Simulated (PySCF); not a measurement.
PBE0 on Sc- (scandium, charge -1), [Ar] 3d2 4s2, high-spin 3F determinant. All numbers are calculated (PySCF 2.14, the non-relativistic Hamiltonian (point nucleus), in def2-QZVPPD (11s6p5d3f2g, 93 functions)).

```
cycle= 1 E= -760.430977282477  delta_E= -0.0106  |g|= 0.0171  |ddm|= 1.18
cycle= 2 E= -760.431852642696  delta_E= -0.000875  |g|= 0.00529  |ddm|= 0.502
cycle= 3 E= -760.431989701156  delta_E= -0.000137  |g|= 0.00869  |ddm|= 0.171
cycle= 4 E= -760.432045355817  delta_E= -5.57e-05  |g|= 0.00198  |ddm|= 0.0679
cycle= 5 E= -760.432058158756  delta_E= -1.28e-05  |g|= 0.000132  |ddm|= 0.0744
cycle= 6 E= -760.432058242085  delta_E= -8.33e-08  |g|= 3.62e-05  |ddm|= 0.00413
cycle= 7 E= -760.432058245733  delta_E= -3.65e-09  |g|= 2.53e-05  |ddm|= 0.000856
cycle= 8 E= -760.432058246281  delta_E= -5.48e-10  |g|= 5.88e-07  |ddm|= 0.00023
converged SCF energy = -760.432058246281  <S^2> = 2.0074486  2S+1 = 3.0049617
```

Highest occupied orbital energy: 1.619 eV; ⟨L²⟩ = 12.02; populations by l: s 8.00, p 12.00, d 2.00, f 0.00.

Task: Can this result be used?

Result: With care. The calculation finished and met its thresholds. The configuration of this anion was assumed by filling the next shell in order. It is not the known or likely ground configuration (Ca⁻, Sr⁻ and Ba⁻, for instance, bind a p electron), so these values are not the electron affinity of the element. At PBE0 the highest occupied level has a positive energy, so only the finite basis holds that electron.
